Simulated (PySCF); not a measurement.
Compound: C5H6Se.
Numbering: `[CH:1]#[C:2][C:3](=[CH2:4])[Se:5][CH3:6]` (hydrogens: H7 on C1; H8, H9 on C4; H10, H11, H12 on C6)

Geometry (PBE0-D3(BJ)/def2-SVP, Å), atoms numbered from 1 in this order:
```
atom  x, y, z in Å
C1    -0.891    1.867    0.009
C2    -0.789    0.657   -0.009
C3    -0.628   -0.755   -0.030
C4    -1.673   -1.602   -0.063
Se5    1.162   -1.445   -0.011
C6     2.172    0.206    0.060
H7    -1.002    2.936    0.025
H8    -1.529   -2.685   -0.077
H9    -2.694   -1.218   -0.077
H10    3.227   -0.099    0.075
H11    1.978    0.821   -0.827
H12    1.938    0.769    0.973
```

Method: core-valence-separated Tamm–Dancoff BHandHLYP/aug-pcX-1 (pcseg-1 on H, def2-SVPD on Se) in PySCF, non-relativistic, gas phase, PBE0-D3(BJ)/def2-SVP geometry. Absolute energies from this functional tend to lie a few eV below measured edges; no shift was applied.

The lowest roots of each edge with f over 0.003 (five at most, numbered afresh; weaker and dark ones are left out), with transition dipoles (au) in the frame of the coordinates:

| root | edge | E (eV) | f | μx | μy | μz |
| --- | --- | --- | --- | --- | --- | --- |
| 1 | C | 282.24 | 0.0562 | -0.0018 | -0.0014 | 0.0901 |
| 2 | C | 283.10 | 0.0552 | -0.0013 | -0.0014 | 0.0892 |
| 3 | C | 283.44 | 0.0299 | 0.0010 | 0.0010 | -0.0656 |
| 4 | C | 283.55 | 0.0680 | 0.0982 | 0.0120 | 0.0017 |
| 5 | C | 283.64 | 0.0612 | -0.0015 | -0.0016 | 0.0938 |

Problem. Molecules are fixed in this frame and the field points along y. What effective strengths 3 f cos²θ do the roots have (θ between field and μ)?

Solution. root 1 (C4): 0.000, root 2 (C1): 0.000, root 3 (C2): 0.000, root 4 (C1): 0.003, root 5 (C3): 0.000. Root 4 is the strongest. Averaged over all orientations cos²θ is 1/3, which gives f back.

 The BHandHLYP/aug-pcX-1 (pcseg-1 on H, def2-SVPD on Se) calculation is non-relativistic and has no spin–orbit coupling, an omission that weighs most on selenium.

One conformer stands for the species.
